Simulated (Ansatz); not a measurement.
A run for Ansatz (a first-principles code): R-wB97M-V/def2-TZVPPD on C3H4F2 (a complex). Files ending in .json are basis or fitting sets from the Basis Set Exchange.

Ansatz 0.2 input:
```yaml
crystal:
  periodic: [false, false, false]
  atoms:
    - {symbol: C, position_ang: [0.59922706, 0.01699189, -0.69717942]}
    - {symbol: C, position_ang: [-0.35211841, -0.06359447, 0.02537379]}
    - {symbol: H, position_ang: [1.43727515, 0.08577140, -1.34713562]}
    - {symbol: H, position_ang: [-1.18549028, -0.13471466, 0.68289286]}
    - {symbol: F, position_ang: [-1.07532381, 0.15584473, 3.13907350]}
    - {symbol: C, position_ang: [0.25113776, 0.12830275, 3.47351965]}
    - {symbol: F, position_ang: [0.48806914, -1.00700982, 4.18482133]}
    - {symbol: H, position_ang: [0.46264734, 0.99132219, 4.10622205]}
    - {symbol: H, position_ang: [0.83739362, 0.10170238, 2.55471946]}
basis:
  gaussian:
    orbitals: def2-TZVPPD.json
hamiltonian:
  xc: {name: wB97M-V}
scf: {lower_state_search: off}
```

The head of its log:

```
WARN ansatz: RAYON_NUM_THREADS=1 ignored (pool sized by the plan → 1); use --threads N
Functional definition: wB97M-V
these checks for a lower state are left out or cut short: stability, starts, cluster_reference, orbital_swaps, neighbouring_geometries, increment
integrals: 0.21 GiB planned
1152 factors; their error is unknown
integrals: 0.24 GiB planned
346 factors; integrals over basis functions are off by at most 2.6e-5 eV
mean field: 1.77 GiB planned
mean field evaluation 1: about -8604.9589 eV, gradient 4.3e1 eV
mean field evaluation 2: about -8606.5227 eV, gradient 3.6e1 eV
```

Task: Predict the final total energy.

Result: -316.3542 hartree.
